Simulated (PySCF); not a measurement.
**First hyperpolarisability: benzotrifluoride, C$_{7}$H$_{5}$F$_{3}$**

Geometry:
```csv
atom,x (Å),y (Å),z (Å)
F1,2.652,0.571,-1.138
C2,2.189,0.053,0.006
F3,2.664,0.816,0.996
F4,2.732,-1.160,0.135
C5,0.686,0.002,0.019
C6,0.016,-1.177,-0.307
C7,-1.377,-1.197,-0.329
C8,-2.098,-0.044,-0.022
C9,-1.425,1.133,0.307
C10,-0.034,1.157,0.329
H11,0.587,-2.077,-0.540
H12,-1.902,-2.120,-0.583
H13,-3.190,-0.062,-0.037
H14,-1.988,2.036,0.553
H15,0.499,2.072,0.595
```

Computed with quadratic response CAM-B3LYP/aug-cc-pVDZ first hyperpolarisability, Taylor convention, gas phase (PySCF). Geometry: PBE0-D3(BJ)/def2-SVP.

Give β for the processes computed.

In au, Taylor convention; the vector part is βᵢ = ⅓ Σⱼ (βᵢⱼⱼ + βⱼᵢⱼ + βⱼⱼᵢ); β∥ is 3/5 of the vector part along the dipole, the dipole points from − to +:
| process | λ (nm) | β vector norm | β∥ | β HRS | depolarisation ratio |
| --- | --- | --- | --- | --- | --- |
| static β(0;0,0) | ∞ | 166.4 | -99.8 | 61.5 | 8.30 |
| second harmonic β(−2ω;ω,ω) | 1907 | 171.2 | -102.7 | 63.4 | 8.15 |
| Pockels β(−ω;ω,0) | 1907 | 168.0 | -100.8 | – | – |
| second harmonic β(−2ω;ω,ω) | 1064 | 183.0 | -109.8 | 68.0 | 7.82 |
| Pockels β(−ω;ω,0) | 1064 | 171.6 | -103.0 | – | – |

Which lowest excitations, dipole and polarisabilities go with it?

S1 5.42 eV (f = 0.005); S2 6.11 eV (f = 0.011); S3 6.85 eV (f = 0.001); dipole 2.83 D; isotropic α 82.3 au static, 82.5 au at 1907 nm, 83.2 au at 1064 nm, 83.4 au at 953.5 nm, 86.0 au at 532 nm.
